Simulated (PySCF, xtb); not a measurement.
Si(H)2(Cl)2 anion (Cl₂H₂Si), SMILES Cl[SiH2]Cl (connectivity only; charge and spin as stated), charge -1, multiplicity 2.

Harmonic wavenumbers (cm⁻¹) from GFN2-xTB (xtb 6.7.1) at its own minimum, in rising order: 133, 175, 201, 248, 594, 820, 848, 2262, 2266.

Task: What does PBE-D3(BJ)/def2-SVPD in PySCF give at its own minimum? (The exact figures need the calculation; the answer reports its results.)

Result: 139, 192, 236, 305, 754, 811, 840, 2063, 2095. Paired by order, the mean absolute difference is 74 cm⁻¹ and the zero-point energies are 10.8 and 10.6 kcal/mol.
